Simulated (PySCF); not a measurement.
PySCF job for C4H10OSi, SMILES [SiH3][C@@]1(C)OCC1, B3LYP-D3(BJ)/def2-SVP. Geometry optimised at B3LYP-D3(BJ)/def2-SVP. The structure was generated by enumeration; whether it is a known compound was not checked.

```python
import numpy as np
from pyscf import gto, scf, dft, df
from pyscf.hessian import thermo

mol = gto.M(
    atom='''
    C     0.05180416    1.55284326    1.05462155
    C    -0.02191444    0.26516910    0.25500893
    Si    1.60959345   -0.19323952   -0.63046795
    C    -0.74907545   -0.92476232    0.93703091
    C    -1.70253972   -0.85143189   -0.26672922
    O    -1.06684958    0.33378777   -0.77154605
    H     0.77809511    1.45922391    1.87885918
    H    -0.93601869    1.79291969    1.48181939
    H     0.35996527    2.39650149    0.41684081
    H     1.39865632   -1.45973399   -1.38882718
    H     1.99349111    0.89779680   -1.57026808
    H     2.71595964   -0.40132427    0.35456949
    H    -1.20702946   -0.65690622    1.90095976
    H    -0.18299691   -1.85989710    1.05854661
    H    -2.77022720   -0.68573586   -0.04164831
    H    -1.61905428   -1.69870245   -0.97152476
    ''',
    basis='def2-SVP',
    charge=0,
    spin=0,
    max_memory=1600,
    verbose=3,
)
mf = dft.RKS(mol, xc='b3lyp').density_fit(auxbasis='def2-universal-jkfit')
mf.disp = 'd3bj'
mf.grids.level = 3
mf.conv_tol = 1e-11
mf.max_cycle = 100
mf.kernel()

# [left out here: the lines that compute and print the analytic Hessian (its translational invariance restored by hand, since the grid's response is missing), thermochemistry and intensities]
```

It prints:

```
converged SCF energy = -522.893786408667

WARN: DFTD3 does not support analytical Hessian, using finite difference


WARN: Mole.unit (angstrom) is changed to Bohr

Mode                                 0                   1                   2
Irrep
Freq [cm^-1]                       99.7078            161.0399            210.4007
Reduced mass [au]                   2.1840              1.2149              1.6370
Force const [Dyne/A]                0.0128              0.0186              0.0427
Char temp [K]                     143.4574            231.7005            302.7198
Normal mode                   x     y     z       x     y     z       x     y     z
       0   C                -0.04 -0.03 -0.02    0.00 -0.02  0.05    0.04  0.00 -0.02
       1   C                 0.01 -0.03 -0.03    0.01 -0.02  0.04   -0.02  0.02 -0.04
       2  Si                 0.05  0.03  0.01   -0.01  0.01 -0.02    0.02 -0.01  0.04
       3   C                 0.02 -0.04 -0.03   -0.04  0.01  0.02    0.04 -0.03 -0.06
       4   C                -0.11  0.08  0.08    0.00  0.01 -0.02   -0.01 -0.01 -0.02
       5   O                 0.02 -0.04 -0.04    0.06 -0.02 -0.02   -0.09  0.06  0.04
       6   H                -0.05 -0.01 -0.02   -0.11 -0.09  0.14    0.24  0.06 -0.19
       7   H                -0.05 -0.07 -0.03   -0.04  0.04 -0.08    0.12 -0.07  0.20
       8   H                -0.07 -0.02 -0.02    0.14 -0.03  0.10   -0.17  0.03 -0.10
       9   H                 0.14 -0.00  0.03    0.09 -0.22  0.33    0.16 -0.20  0.30
      10   H                 0.03  0.03  0.00   -0.36 -0.16 -0.36   -0.02 -0.19 -0.18
      11   H                 0.03  0.10  0.05    0.18  0.46 -0.15   -0.02  0.29  0.15
      12   H                 0.16 -0.11  0.06   -0.08  0.04 -0.00    0.06 -0.08 -0.03
      13   H                -0.01 -0.07 -0.19   -0.07 -0.00  0.06    0.07 -0.02 -0.11
      14   H                -0.05  0.28  0.23    0.00  0.05 -0.06   -0.01 -0.10  0.02
[...]
       4   C                -0.00  0.00 -0.00   -0.00 -0.00 -0.00   -0.00 -0.00 -0.00
       5   O                 0.00 -0.00  0.00   -0.00  0.00  0.00    0.00 -0.00  0.00
       6   H                -0.14  0.53  0.13   -0.51 -0.20  0.43   -0.02  0.25  0.02
       7   H                 0.22  0.31  0.23    0.23  0.06  0.44   -0.01 -0.40  0.24
       8   H                 0.05  0.24  0.41   -0.24 -0.15 -0.36    0.47 -0.17 -0.03
       9   H                 0.02  0.00 -0.01    0.01 -0.00  0.00   -0.01 -0.00  0.01
      10   H                -0.00  0.00  0.00    0.00  0.00  0.00    0.00  0.00 -0.00
      11   H                 0.00  0.00 -0.00    0.00  0.00 -0.01   -0.00 -0.00 -0.00
      12   H                -0.00  0.03 -0.01    0.01 -0.04  0.02    0.18 -0.35  0.16
      13   H                -0.03 -0.03 -0.01    0.01  0.01  0.03   -0.14 -0.01  0.41
      14   H                -0.01 -0.02  0.00   -0.00 -0.01  0.01    0.04  0.11  0.06
      15   H                -0.00 -0.02  0.01    0.00 -0.01  0.00    0.12  0.03 -0.01
Mode                                30                  31                  32
Irrep
Freq [cm^-1]                     1472.6295           1509.7113           2201.5592
Reduced mass [au]                   1.0824              1.1119              1.0370
Force const [Dyne/A]                1.3830              1.4931              2.9614
Char temp [K]                    2118.7859           2172.1384           3167.5535
Normal mode                   x     y     z       x     y     z       x     y     z
       0   C                -0.02  0.02 -0.01    0.00  0.00  0.00   -0.00 -0.00  0.00
       1   C                -0.01  0.01 -0.01   -0.01 -0.01 -0.01    0.00 -0.00 -0.00
       2  Si                 0.00 -0.00 -0.00   -0.00  0.00  0.00   -0.03  0.00 -0.02
       3   C                 0.01 -0.04  0.06   -0.00  0.02 -0.02   -0.00  0.00  0.00
       4   C                 0.01  0.01 -0.00    0.07  0.04  0.03    0.00  0.00 -0.00
       5   O                 0.01  0.00  0.00    0.01  0.01  0.00   -0.00 -0.00  0.00
       6   H                -0.04  0.18  0.03    0.00  0.01  0.00   -0.00  0.00 -0.00
       7   H                -0.00 -0.37  0.23   -0.00  0.01 -0.01    0.00  0.00  0.00
       8   H                 0.40 -0.19 -0.07   -0.01  0.01  0.01   -0.00 -0.00 -0.00
       9   H                -0.00 -0.00 -0.00   -0.00  0.00  0.00   -0.02 -0.05 -0.04
      10   H                -0.00  0.01  0.00    0.00 -0.00 -0.00    0.01  0.06 -0.05
      11   H                -0.00 -0.00  0.00    0.00 -0.01 -0.01    0.72 -0.13  0.65
      12   H                -0.19  0.40 -0.17    0.08 -0.15  0.07   -0.00 -0.00 -0.00
      13   H                 0.14 -0.00 -0.44   -0.05  0.01  0.18   -0.00  0.00  0.00
      14   H                -0.04 -0.14 -0.06   -0.13 -0.51 -0.36    0.00 -0.00  0.00
      15   H                -0.15 -0.04  0.03   -0.64 -0.08  0.05   -0.00  0.00  0.00
Mode                                33                  34                  35
Irrep
Freq [cm^-1]                     2225.7443           2233.9829           3014.3061
Reduced mass [au]                   1.0352              1.0487              1.0580
Force const [Dyne/A]                3.0216              3.0836              5.6637
Char temp [K]                    3202.3504           3214.2040           4336.9153
Normal mode                   x     y     z       x     y     z       x     y     z
       0   C                 0.00  0.00  0.00    0.00  0.00 -0.00    0.00 -0.01 -0.00
       1   C                -0.00 -0.00 -0.00    0.00 -0.00  0.00    0.00  0.00  0.00
       2  Si                -0.00 -0.02 -0.03   -0.01 -0.03  0.01    0.00 -0.00 -0.00
       3   C                -0.00 -0.00  0.00   -0.00  0.00  0.00   -0.00  0.00 -0.00
       4   C                -0.00 -0.00  0.00   -0.00 -0.00  0.00   -0.04 -0.04 -0.03
       5   O                 0.00  0.00  0.00   -0.00  0.00 -0.00   -0.00 -0.00  0.00
       6   H                -0.00  0.00  0.00    0.00 -0.00  0.00    0.06 -0.01  0.07
       7   H                -0.00 -0.00 -0.00    0.00  0.00 -0.00   -0.09  0.02  0.04
       8   H                -0.00  0.00 -0.00   -0.00  0.00  0.00    0.02  0.06 -0.05
       9   H                 0.13  0.77  0.46    0.05  0.30  0.19    0.00  0.00  0.00
      10   H                -0.09 -0.27  0.22    0.23  0.66 -0.58   -0.00  0.00  0.00
      11   H                 0.06 -0.02  0.05   -0.03 -0.01 -0.02   -0.00  0.00  0.00
      12   H                 0.00  0.00  0.00   -0.00 -0.00 -0.00   -0.01  0.01  0.02
      13   H                 0.00 -0.00 -0.00    0.00  0.00 -0.00    0.03 -0.05  0.00
      14   H                 0.00  0.00  0.00    0.00  0.00 -0.00    0.52 -0.10 -0.13
      15   H                 0.00 -0.00 -0.00    0.00 -0.00 -0.00   -0.08  0.60  0.51
Mode                                36                  37                  38
Irrep
Freq [cm^-1]                     3018.9803           3060.6761           3065.7468
Reduced mass [au]                   1.0362              1.0726              1.0991
Force const [Dyne/A]                5.5644              5.9200              6.0862
Char temp [K]                    4343.6404           4403.6315           4410.9270
Normal mode                   x     y     z       x     y     z       x     y     z
       0   C                -0.00  0.04  0.03   -0.00  0.00  0.00   -0.00 -0.00 -0.00
       1   C                -0.00 -0.00 -0.00    0.00  0.00 -0.00   -0.00 -0.00 -0.00
       2  Si                 0.00  0.00 -0.00    0.00 -0.00 -0.00   -0.00 -0.00 -0.00
       3   C                -0.00  0.00 -0.00   -0.00 -0.02  0.05   -0.01  0.02 -0.02
       4   C                -0.01 -0.01 -0.01    0.03 -0.02 -0.02    0.06 -0.04 -0.03
       5   O                -0.00 -0.00  0.00   -0.00  0.00 -0.00   -0.00  0.00  0.00
       6   H                -0.37  0.05 -0.41   -0.01 -0.00 -0.01    0.01 -0.00  0.01
       7   H                 0.56 -0.12 -0.23    0.02 -0.01 -0.01   -0.00  0.00  0.00
       8   H                -0.14 -0.37  0.30   -0.00 -0.01  0.01    0.01  0.02 -0.01
       9   H                -0.00  0.00  0.00   -0.00  0.00  0.00    0.00  0.00  0.00
      10   H                -0.00 -0.00  0.00   -0.00  0.00  0.00    0.00  0.00 -0.00
      11   H                -0.00 -0.00 -0.00   -0.00  0.00 -0.00    0.00 -0.00  0.00
      12   H                -0.01  0.01  0.03    0.29 -0.18 -0.58   -0.12  0.08  0.24
      13   H                 0.02 -0.02  0.00   -0.27  0.44 -0.04    0.20 -0.33  0.03
      14   H                 0.07 -0.01 -0.02   -0.34  0.06  0.07   -0.67  0.12  0.14
      15   H                -0.01  0.10  0.08   -0.02  0.22  0.19   -0.03  0.32  0.28
Mode                                39                  40                  41
Irrep
Freq [cm^-1]                     3103.0417           3112.6488           3120.3434
Reduced mass [au]                   1.1040              1.1037              1.1108
Force const [Dyne/A]                6.2633              6.3001              6.3722
Char temp [K]                    4464.5862           4478.4086           4489.4794
Normal mode                   x     y     z       x     y     z       x     y     z
       0   C                -0.09 -0.00  0.01    0.01 -0.05  0.07   -0.00 -0.01  0.01
       1   C                -0.00  0.00  0.00    0.00 -0.00  0.00   -0.00 -0.00  0.00
       2  Si                 0.00 -0.00 -0.00    0.00 -0.00  0.00    0.00  0.00 -0.00
       3   C                 0.00 -0.00 -0.00    0.01 -0.01 -0.00   -0.05  0.06  0.04
       4   C                -0.00  0.00  0.00    0.00 -0.00 -0.00   -0.01  0.01  0.01
       5   O                 0.00 -0.00  0.00   -0.00  0.00 -0.00    0.00 -0.00  0.00
       6   H                 0.33 -0.05  0.40   -0.39  0.05 -0.43   -0.03  0.00 -0.03
       7   H                 0.65 -0.15 -0.28    0.07 -0.02 -0.02    0.04 -0.01 -0.02
       8   H                 0.08  0.25 -0.19    0.21  0.57 -0.43    0.03  0.07 -0.06
       9   H                 0.00  0.00  0.00   -0.00  0.00 -0.00    0.00 -0.00 -0.00
      10   H                 0.00  0.00  0.00    0.00  0.00 -0.00   -0.00 -0.00  0.00
      11   H                 0.00  0.00  0.00   -0.00 -0.00 -0.00    0.00 -0.00 -0.00
      12   H                -0.01  0.01  0.03   -0.03  0.02  0.06    0.26 -0.15 -0.54
      13   H                -0.02  0.03 -0.01   -0.04  0.07 -0.01    0.36 -0.59  0.07
      14   H                 0.01 -0.00 -0.00   -0.01  0.00  0.00    0.09 -0.02 -0.02
      15   H                 0.00 -0.00 -0.00   -0.00  0.01  0.01    0.01 -0.07 -0.06
temperature 298.1500 [K]
pressure 101325.00 [Pa]
Rotational constants [GHz] 3.92405 2.41851 2.00254
Symmetry number 1
Zero-point energy (ZPE) 0.12887 [Eh]   338354.576 [J/mol]
                           tot       elec      trans        rot        vib
Entropy [J/mol/K]       352.508      0.000    166.452    113.920     72.135
Cv [J/mol/K]            117.692      0.000     12.472     12.472     92.749
Cp [J/mol/K]            126.006      0.000     20.786     12.472     92.749
Internal energy [J/mol]                      3718.434   3718.434 350992.777
Internal energy [Eh]   -522.75727  -522.89379
Enthalpy [J/mol]                             6197.391   3718.434 350992.777
Enthalpy [Eh]          -522.75632
Gibbs free energy [J/mol]                  -43430.409 -30246.941 329485.697
Gibbs free energy [Eh] -522.79635
mode   freq/cm-1   IR/(km/mol)
   1       99.71         0.599
   2      161.04         0.851
   3      210.40         2.332
   4      214.81         0.322
   5      241.42         1.274
   6      342.52         2.471
   7      355.87         4.510
   8      531.71         6.087
   9      634.79        39.285
  10      646.19        23.472
  11      755.80         0.120
  12      828.83         1.487
  13      871.26        37.035
  14      902.57         7.317
  15      925.55       252.505
  16      950.07        40.864
  17      955.38        45.235
  18      984.06         1.765
  19      994.21         3.794
  20     1041.40       100.521
  21     1101.98         9.758
  22     1161.12         1.618
  23     1185.15         0.907
  24     1196.00         1.652
  25     1232.69         2.501
  26     1259.45         5.282
  27     1344.94         1.179
  28     1387.30         5.384
  29     1449.56         5.110
  30     1463.29         6.821
  31     1472.63         2.094
  32     1509.71         0.836
  33     2201.56       114.009
  34     2225.74        85.293
  35     2233.98       110.703
  36     3014.31        84.561
  37     3018.98        11.316
  38     3060.68        18.170
  39     3065.75        36.801
  40     3103.04        18.036
  41     3112.65        12.733
  42     3120.34        20.821
max |gradient| / (hartree/bohr): 0.00010964102301767742
APT charges: [-1.400e-03  2.091e-01  9.826e-01  9.100e-03  4.548e-01 -6.980e-01
 -1.600e-03 -2.650e-02  8.000e-04 -2.540e-01 -2.489e-01 -2.708e-01
 -2.870e-02 -7.900e-03 -5.650e-02 -6.200e-02]
```

The calculation finished and met its thresholds.

Cost: around 5 core-minutes (rough).
